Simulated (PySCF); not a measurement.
C₂H₁₂OSi₃, SMILES C[C@@H]([SiH3])O[SiH2][SiH3]. The structure is a stationary point at B3LYP-D3(BJ)/def2-SVP. The structure was generated by enumeration; whether it is a known compound was not checked. One conformer was computed; it need not be the lowest.

Computed equilibrium geometry at B3LYP-D3(BJ)/def2-SVP (PySCF confirms it by a frequency run) as a Z-matrix (one conformer of several):
```
C
H 1 1.1104
O 1 1.4301 2 109.52
C 1 1.5262 2 108.60 3 -122.41
H 4 1.1014 1 110.76 2 179.20
H 4 1.1017 5 108.45 1 -121.95
H 4 1.1035 5 107.83 6 -116.20
Si 3 1.6764 1 125.92 2 -51.85
H 8 1.4884 3 106.33 1 157.09
H 8 1.4963 9 108.10 3 -120.22
Si 1 1.9092 2 107.66 3 113.83
H 11 1.4893 1 109.57 2 -58.98
H 11 1.4905 12 109.87 1 120.06
H 11 1.4946 12 109.22 13 119.63
Si 8 2.3597 9 110.86 10 -119.37
H 15 1.4934 8 110.93 9 -62.88
H 15 1.4939 16 108.77 2 -176.97
H 15 1.4943 16 108.32 17 -117.57
```
